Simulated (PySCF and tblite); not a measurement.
Results of a calculation; reference values are marked as such.
**Barrier and rate of a ring inversion**

System: C₅H₈F₂, numbered as in [F:1][C@H:2]1[CH2:3][CH2:4][C@@H:5]([F:6])[CH2:7]1.

Motion: inversion of the 5-membered ring (2–3–4–5–7). Level: PBE0/pcSseg-1 + D3(BJ) on GFN2-xTB stationary points, with GFN2-xTB thermal terms. Rates follow Eyring's equation with the number of equivalent paths and no tunnelling. Run with tblite and PySCF.

```tsv
point	symmetry	E(GFN2) kcal/mol	E(DFT) kcal/mol	ZPE change kcal/mol	lowest mode cm⁻¹	dipole D
start (between envelope and twist)	C1	0.0	0.0	0.00	39	2.56
saddle (envelope)	Cs	0.8	1.4	-0.03	55i	1.86
end (envelope)	C1	0.0	0.0	0.00	39	2.56
```

| Property | Result |
| --- | --- |
| Electronic barrier | 1.4 kcal/mol |
| Barrier with zero-point energy | 1.4 kcal/mol |
| ΔH‡ (298 K) | 0.9 kcal/mol |
| ΔS‡ (298 K, symmetry apart) | -3.0 cal/(mol K) |
| Paths | 1 equivalent path |
| End point | the same structure with atoms interchanged, or its mirror image |
| Mean lifetime of the start against this motion at 298 K | 3.6 ps |
| Cost | 39 s on 1 thread of Arm Neoverse V2 (shared host) (rough), peak memory 0.74 GiB, launched as `OMP_NUM_THREADS=1 python ens_run.py task.json out` |

```tsv
T/K	ΔG‡ kcal/mol	k s⁻¹
150	1.5	1.8×10¹⁰
200	1.6	6.9×10¹⁰
250	1.7	1.6×10¹¹
298	1.8	2.8×10¹¹
350	2.0	4.3×10¹¹
400	2.1	5.9×10¹¹
500	2.4	9.4×10¹¹
```

ΔG and ΔG‡ leave out symmetry numbers and mirror images; rates count paths: 1 out.

The barrier is low, and the GFN2-xTB saddle may lie off the DFT one, so take it as rough.
